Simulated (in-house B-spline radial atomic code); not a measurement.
RPA and G0W0 for In3+, [Kr] 4d10, as one setting changes: the radius of a hard wall (bohr). Start: Hartree-Fock. A dash marks a level of low quasi-particle weight. Computed with an all-electron radial atomic-structure program (B-spline basis): all electrons, scalar-relativistic (spin-free one-electron X2C), finite nucleus, each spin shell either full or empty, empty states to l = 9 with an (l + 1/2)⁻⁴ tail; G0W0 by contour deformation at full frequency.

| radius of a hard wall (bohr) | mean-field level (eV) | G0W0 level (eV) | RPA correlation (Eh) |
| --- | --- | --- | --- |
| 2 | -35.35 | 4d -36.19 | -3.3667 |
| 2.5 | -50.23 | 4d -50.86 | -3.3571 |
| 3 | ? | ? | ? |
| 3.5 | -56.02 | 4d -56.30 | -3.3567 |
| 4 | ? | ? | ? |
| 5 | -56.56 | 4d -56.73 | -3.3558 |
| 6 | -56.57 | 4d -56.73 | -3.3552 |
| 8 | -56.57 | 4d -56.73 | -3.3544 |
| 12 | -56.57 | 4d -56.73 | -3.3536 |

**Question.** What belongs in the row for 3?

**Answer.** mean-field level (eV): -54.65; G0W0 level (eV): 4d -55.08; RPA correlation (Eh): -3.3567.

**Question.** What belongs in the row for 4?

**Answer.** mean-field level (eV): -56.42; G0W0 level (eV): 4d -56.63; RPA correlation (Eh): -3.3564.
